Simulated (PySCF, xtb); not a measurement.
BHO, SMILES B=O.

GFN2-xTB in xtb at its own geometry gives an orbital gap of 8.27 eV and a dipole moment of 2.12 D.

Geometry: PBE0-D3(BJ)/def2-TZVPD.

Question: What does PySCF with CAM-B3LYP/def2-TZVPD give? (The exact figures need the calculation; the answer reports its results.)

Answer: gap 12.64 eV (levels -11.96 and 0.67 eV), dipole 2.86 D.
